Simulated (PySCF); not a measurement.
## Dipole response of Sc (scandium, neutral)

[Ar] 3d1 4s2, 2D determinant. All numbers are calculated (PySCF 2.14, scalar relativity by spin-free X2C-1e, in ANO-RCC-VTZP (6s5p3d2f1g, 59 functions)). Coupled (time-dependent) response in atomic units; α is the mean over directions. The basis has no added diffuse functions, which lowers α and C₆.

```
method  mean α (bohr³)         α xx, yy, zz  C₆ (like pair)  S(−4)
   PBE           112.9  109.6, 109.6, 119.5            1340   6700
  PBE0           118.8  115.1, 115.1, 126.2            1478   7034
 TPSSh           128.0  122.6, 122.6, 139.0            1616   8983
```

S(−4) is the Cauchy moment in α(ω) = α(0) + S(−4) ω² + …

Reference α: 97 ± 10 bohr³ (recommended; Schwerdtfeger and Nagle, table of static dipole polarizabilities (2023 update)). Published C₆: 1383 (Chu and Dalgarno (2004); Tang, Norbeck and Certain (1976)).

α(iu) at PBE:

```csv
u (hartree),α(iu) (bohr³)
0,112.9
0.0500,98.72
0.100,72.75
0.200,37.05
0.300,21.62
0.500,10.62
0.750,6.224
1.00,4.310
1.50,2.515
2.00,1.654
3.00,0.8632
5.00,0.3518
```

The components differ because the open shell of this determinant is not spherical; for a pure term their mean is the scalar polarisability.

⟨S²⟩ = 1.03 against 0.75 shows spin contamination.
